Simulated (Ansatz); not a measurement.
`F[CH2][ZnH]` + `NCBF` → `[NH2][Zn][CH2]F` + `CBF`  (redistribution)

Program: Ansatz. Geometries: PBE0-D4/def2-TZVP. ΔE: electronic, gas phase. CCSD(T)/CBS is the MP2 limit (def2-TZVPP, def2-QZVPP) plus CCSD(T) − MP2 in def2-TZVPP, frozen cores. This one scheme is used for every species. DFT in def2-TZVPP. For Zn outer-core shells are correlated without core-valence functions, which leaves a few kJ/mol of doubt a bond. Scalar relativity is left out up to krypton. One conformer a species, not always the lowest.

`F[CH2][ZnH]`:

Cartesian coordinates in Å:
```
F 1.142 -0.240 1.254
C 0.346 -0.588 0.152
Zn -0.706 0.984 -0.406
H -0.281 -1.433 0.455
H 1.017 -0.950 -0.634
H -1.518 2.227 -0.822
```

`NCBF`:

```xyz
9

N     0.375   -1.277    0.141
C    -0.293   -0.024    0.427
B    -0.270    1.023   -0.722
F     0.518    0.840   -1.773
H     0.583   -1.798    0.981
H     1.241   -1.129   -0.358
H     0.102    0.530    1.305
H    -1.346   -0.203    0.686
H    -0.909    2.038   -0.687
```

`[NH2][Zn][CH2]F`:

Cartesian coordinates in Å:
```
N -0.485 2.096 -0.050
Zn -0.105 0.321 -0.033
C 0.211 -1.606 -0.093
F 1.288 -1.952 0.731
H -0.860 2.530 0.781
H 0.165 2.737 -0.480
H 0.447 -1.951 -1.105
H -0.660 -2.175 0.249
```

`CBF`:

```xyz
7

C    -0.095    0.529    0.430
B     0.111   -0.668   -0.538
F     1.197   -0.743   -1.296
H     0.713    1.261    0.408
H    -0.212    0.157    1.454
H    -1.040    1.033    0.198
H    -0.675   -1.569   -0.655
```

CCSD(T)/CBS gives -28.0 kcal/mol.

Question: Another level gave -26.2 kcal/mol. Which?
A. revPBE-D4/def2-TZVPP
B. B2PLYP/def2-TZVPP
C. revPBE/def2-TZVPP
D. MP2/def2-TZVPP

Answer: C. revPBE -26.2, MP2/def2-TZVPP -29.3, revPBE-D4 -24.3, B2PLYP -27.6 kcal/mol.

Question: What do rigid-rotor, harmonic-oscillator terms from PBE0-D4/def2-TZVP frequencies (298.15 K, 1 bar) make of the CCSD(T)/CBS value? (Estimate.)

Answer: The calculation gave: ΔZPE = +0.1 kcal/mol, ΔH = -27.2 kcal/mol, ΔS = 27 J/(mol·K), ΔG = -29.1 kcal/mol.

Largest T1 diagnostic among the species: 0.015.

At CCSD(T), def2-SVP lies +5.6 kcal/mol from the extrapolated value and def2-TZVPP +1.1 kcal/mol. From r2SCAN to r2SCAN0 (25 % exact exchange), in def2-TZVPP and without D4, ΔE moves by +0.8 kcal/mol. In def2-TZVPP, CCSD(T) changes the Hartree–Fock value by −2.9 kcal/mol (the triples alone add −0.4 kcal/mol) and MP2 by −5.4 kcal/mol.
